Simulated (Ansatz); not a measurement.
Computed with Ansatz on PBE0-D4/def2-TZVP structures; ΔE is electronic, products minus reactants. CCSD(T)/CBS is the MP2 limit (def2-TZVPP, def2-QZVPP) plus CCSD(T) − MP2 in def2-TZVPP, frozen cores. This one scheme is used for every species. Functionals use def2-TZVPP. B3LYP here is the variant with VWN-RPA as its local correlation; programs differ in this. One conformer a species, not always the lowest.

Reaction (formal exchange of groups at the Si–Si bond): `O[Si@H](Cl)[Si@@H](O)F` + ethylene → `C=C[SiH](O)Cl` + `O[SiH2]F`

```csv
level,ΔE (kJ/mol),difference from CCSD(T)/CBS
BLYP-D4,-16.6,12.2
PBE0-D4,-17.7,11.1
r2SCAN0-D4,-26.7,2.1
CAM-B3LYP-D4,-26.6,2.2
ωB97X-V,-24.9,3.9
B2PLYP,-29.9,-1.1
PBE,-12.1,16.7
revPBE,-11.4,17.4
r2SCAN,-23.3,5.5
B3LYP,-24.3,4.5
r2SCANh,-25.0,3.8
r2SCAN0,-27.3,1.5
CAM-B3LYP,-28.5,0.3
CCSD/def2-TZVPP,-32.7,-3.9
CCSD(T)/def2-TZVPP,-31.6,-2.8
HF/CBS(def2),-40.4,-11.6
CCSD(T)/CBS,-28.8,0
```

Q: What do rigid-rotor, harmonic-oscillator terms from PBE0-D4/def2-TZVP frequencies (298.15 K, 1 bar) make of the CCSD(T)/CBS value? (An estimate is asked.)

A: Computed: ΔZPE = -3.5 kJ/mol, ΔH = -34.5 kJ/mol, ΔS = 7 J/(mol·K), ΔG = -36.6 kJ/mol. Modes under 50 cm⁻¹ make the entropy rough.

Largest T1 diagnostic among the species: 0.012.

At CCSD(T), def2-SVP lies −5.0 kJ/mol from the extrapolated value and def2-TZVPP −2.8 kJ/mol. From BLYP to BHLYP (50 % exact exchange), in def2-TZVPP and without D4, ΔE moves by −13.0 kJ/mol. Leaving LDA and LC-ωPBE aside and taking each functional with its dispersion term where it has one, the values, not all of them listed here, spread over 20.2 kJ/mol, from ωB97M-V to PBE-D4. LDA lies −3.6 kJ/mol from PBE without D4.
